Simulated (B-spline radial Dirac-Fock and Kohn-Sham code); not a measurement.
Z = 40 (zirconium), transition energy 118 keV. Method: a Dirac-Hartree-Slater potential of the neutral atom with a Latter tail (no hole, which puts coefficients of high multipoles low close above an edge), finite nucleus with surface currents. Computed with a radial finite-basis atomic code. Subshells that would emit electrons below 1 keV are left out.

Q: A pure transition shows α(K) = 0.0619, L1/L2 = 16.5 and L1/L3 = 10.6. What is its multipolarity?
A. M3
B. E3
C. E2
D. M2
E. M1
F. E4
G. E1
H. M4

A: G. For comparison, α(K), L1/L2, L1/L3 are E2 0.510, 3.01, 2.36; E3 3.47, 0.740, 0.645; E4 22.6, 0.253, 0.232; M1 0.113, 19.4, 56.8; M2 0.990, 10.6, 11.4; M3 7.64, 6.72, 3.14; M4 58.4, 4.77, 1.43.
